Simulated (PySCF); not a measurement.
**Electron correlation in Ca⁺ (calcium, charge +1)**

[Ar] 4s1, 2S determinant. Computed with PySCF 2.14 in x2c-QZVPPall with one added diffuse shell each of s, p, d, f type (12s8p5d4f, 89 functions), with scalar relativity by spin-free X2C-1e. Frozen: [Ne]; 9 electrons correlated.

```
  level  correlation energy (mhartree)
   CCSD                        -232.47
    (T)                          -6.57
CCSD(T)                        -239.04
```

Diagnostics: T1 = 0.010, D1 = 0.0421, largest double amplitude 0.017.

Cost of the coupled-cluster step: roughly 40 core-seconds, for 9 correlated electrons.

This basis was not built for core-valence correlation, so the inner-shell part is incomplete.
